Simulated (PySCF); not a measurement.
**Polarisability and C₆ of Ta²⁺ (tantalum, charge +2)**

[Xe] 4f14 5d2 6s1, high-spin 4F determinant (an excited configuration). All numbers are calculated (PySCF 2.14, the spin-free X2C one-electron Hamiltonian (Gaussian nucleus), in ANO-RCC-VTZP (8s7p5d3f2g1h, 104 functions)). Coupled (time-dependent) response in atomic units; α is the mean over directions. The basis has no added diffuse functions, which lowers α and C₆.

```json
{"method": "PBEsol", "mean α (bohr³)": "24.15", "C₆ (like pair)": "155.9", "S(−4)": "307.9"}
```

S(−4) is the Cauchy moment in α(ω) = α(0) + S(−4) ω² + …

Spin-orbit coupling is absent.

α(iu) at PBEsol:

```
u (hartree)  α(iu) (bohr³)
          0          24.15
     0.0500          23.41
      0.100          21.48
      0.200          16.54
      0.300          12.50
      0.500          8.023
      0.750          5.565
       1.00          4.288
       1.50          2.890
       2.00          2.111
       3.00          1.288
       5.00         0.6467
```

For an ion, C₆ is the dispersion term alone; charge-induced terms of lower order in 1/R come first.

Spin-orbit coupling, absent here, splits the open shell strongly.
